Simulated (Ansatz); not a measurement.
Born–Oppenheimer molecular dynamics of AlClH3NO (7 atoms, charge 0, multiplicity 1). It starts from a relaxed structure.

All numbers below come from RKS PBE/def2-SVP in Ansatz.

| Quantity | Value |
| --- | --- |
| ensemble | NVT, Langevin thermostat |
| time step | 0.25 fs |
| steps asked | 300 |
| set temperature | 100 K |
| friction | 0.005 /fs |
| temperature schedule | 75 steps to 100 K, then 225 steps to 25 K |
| seed | 519549 |

First frame:

```xyz
7
Properties=species:S:1:pos:R:3
Al 0.054 -0.170 0.129
N -0.045 0.038 1.882
H -0.913 0.157 2.407
H 0.762 0.054 2.507
O 1.597 -0.360 -0.590
H 1.720 -0.485 -1.543
Cl -1.724 -0.185 -1.021
```

Task: How far do the bonds stretch over the last three quarters of this one trajectory? (Pairs bonded in most of those frames.)

Result: 
```csv
bond,mean (Å),spread (Å),shortest,longest
Al1–N2,1.769,0.012,1.75,1.80
Al1–O5,1.712,0.013,1.69,1.73
Al1–Cl7,2.113,0.026,2.08,2.16
N2–H3,1.022,0.009,1.01,1.04
N2–H4,1.023,0.019,0.99,1.05
O5–H6,0.969,0.007,0.96,0.98
```

Mean temperature of the second half: 65 K. The schedule's set-point averaged 50 K over the second half and the system 65 K, so it lags behind the ramp. A run of 0.075 ps of so small a system gives no equilibrium averages.

Time of the run: 10 min on 1 thread of Arm Neoverse V1, on a shared host, peak memory 0.13 GiB.
